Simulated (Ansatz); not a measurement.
Ansatz results at the PBE0-D4/def2-TZVP geometry: LUMO energy (ωB97M-V/def2-TZVPP) -0.88 eV; LUMO energy (PBE0/def2-TZVPP) -2.81 eV; HOMO energy (PBE0/def2-TZVPP) -7.59 eV.

Each molecule was computed in one conformer, which needn't be the lowest.

Problem. Which molecule gave them?
A. `C[C](=N)[GeH2][OH]`
B. `B[Si](O)(F)[SiH3]`
C. `OB(F)[SiH2][SiH3]`
D. `F[Si]1(F)NCO1`

Solution. B. The others give `OB(F)[SiH2][SiH3]`: 1.10, -0.79, -8.13; `F[Si]1(F)NCO1`: 2.24, 0.78, -7.97; `C[C](=N)[GeH2][OH]`: 1.62, -0.45, -7.04.
